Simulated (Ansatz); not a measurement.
Reaction (redistribution): `[CH3][Al]([NH2])[SiH2][SiH3]` + `N=[C](F)[GeH3]` → `[CH3][Al]([NH2])[C](=N)F` + `[SiH3][SiH2][GeH3]`

Gas-phase electronic energies from Ansatz, PBE0-D4/def2-TZVP geometries. CCSD(T)/CBS adds triple-zeta CCSD(T) − MP2 to the extrapolated MP2 energy (def2 sets, frozen cores). Functionals use def2-TZVPP. For Ge outer-core shells are correlated without core-valence functions, which leaves a few kJ/mol of doubt a bond. Scalar relativity is left out up to krypton. Each species was taken in one conformer, which may not be the lowest.

```json
{"species": "`[CH3][Al]([NH2])[SiH2][SiH3]`", "PBE-D4 energy (Eh)": "-919.83617"}
{"species": "`N=[C](F)[GeH3]`", "PBE-D4 energy (Eh)": "-2271.64344"}
{"species": "`[CH3][Al]([NH2])[C](=N)F`", "PBE-D4 energy (Eh)": "-531.31653"}
{"species": "`[SiH3][SiH2][GeH3]`", "PBE-D4 energy (Eh)": "-2660.17714"}
```

Work out ΔE.

ΔE = (-531.31653) + (-2660.17714) − (-919.83617) − (-2271.64344) = -0.01406 Eh = -36.9 kJ/mol. CCSD(T)/CBS gives -42.1 kJ/mol.

Largest T1 diagnostic among the species: 0.013.
